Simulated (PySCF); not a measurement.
ZrF₂, SMILES [Zr]([F])[F] (connectivity only; charge and spin as stated), neutral, multiplicity 3. Atoms are numbered in the order given.

```xyz
3

Zr     0.0000     0.0000     0.2320
F      0.0000    -1.7571    -0.5155
F      0.0000     1.7571    -0.5155
```
Charge 0, spin multiplicity 3.

Geometry optimised at PBE0-D3(BJ)/def2-TZVP. The spin state was assumed, not searched. The def2 effective core potentials stand for the cores of Zr; spin–orbit coupling is left out.

The numbers are results of PySCF with PBE/def2-TZVPD, not measurements.

The molecule is in vacuum.

```json
{
  "total_energy": "-246.74757 hartree",
  "point_group": "C2v",
  "α spin, highest occupied and lowest empty level": "-4.17 and -3.50 eV",
  "β spin, highest occupied and lowest empty level": "-9.49 and -2.98 eV",
  "dipole_moment": "1.53 D",
  "quadrupole, principal values (traceless, Buckingham form, about the centre of nuclear charge)": "-7.78, 3.18, 4.61 D·Å",
  "mean_static_polarisability": "72.8 bohr³ (10.79 Å³)",
  "polarisability_principal_values": "56.1, 75.4, 86.9 bohr³",
  "⟨S²⟩": "2.002 (pure state 2.00)"
}
```
